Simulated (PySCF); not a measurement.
C2H8FNOSi, SMILES [Si@](N)(C)(O)CF.

Geometry: r2SCAN-D4/def2-SVP. The structure was generated by enumeration; whether it is a known compound was not checked. The values are those of a single conformer.

Level of theory: PBE0/def2-TZVP (PySCF).

Isolated molecule, no solvent.

The total energy is -600.11666 hartree. The highest occupied level is -7.46 eV. The lowest empty level is 0.69 eV and the orbital gap is 8.15 eV. The dipole moment is 0.382 e·Å. The quadrupole, principal values (traceless, Buckingham form, about the centre of nuclear charge) comes out as -5.64, 1.17, 4.47 D·Å. The mean static polarisability is 59.6 bohr³ (8.83 Å³) and the polarisability, principal values comes out as 56.7, 60.4, 61.6 bohr³.
